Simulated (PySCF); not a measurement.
Computed, not measured: delta-SCF UKS SCAN, pcX-2 on the ionised atom, pcseg-1 elsewhere, spin-free X2C in PySCF. Geometries: PBE0-D3(BJ)/def2-SVP; isolated species, one conformer each. Values against the vacuum level. The 2p values add to the ΔSCF energy of one spin-free hole a correction within the shell (spin–orbit coupling, ligand field).

Question: Order these sites by rising Si 1s binding energy.
A. Silicon in `C[Si](C)(Br)Br`
B. Silicon in `Br[SiH](Br)Br`
C. Silicon in `C[SiH3]`

Answer: C (1846.47 eV), A (1847.93 eV), B (1849.35 eV).

The highest is bonded to 3 Br and H, the lowest to C and 3 H; the range is 2.88 eV.

Question: Order these sites by rising Si 2p3/2 binding energy.
A. Silicon in `C[SiH3]`
B. Silicon in `[H][Si](Br)(Br)Br`
C. Silicon in `C[Si](C)(Br)Br`

Answer: A (106.70 eV), C (107.92 eV), B (109.28 eV).

From the lowest up, the atoms are bonded to: C and 3 H (106.70); 2 Br and 2 C (107.92); 3 Br and H (109.28).
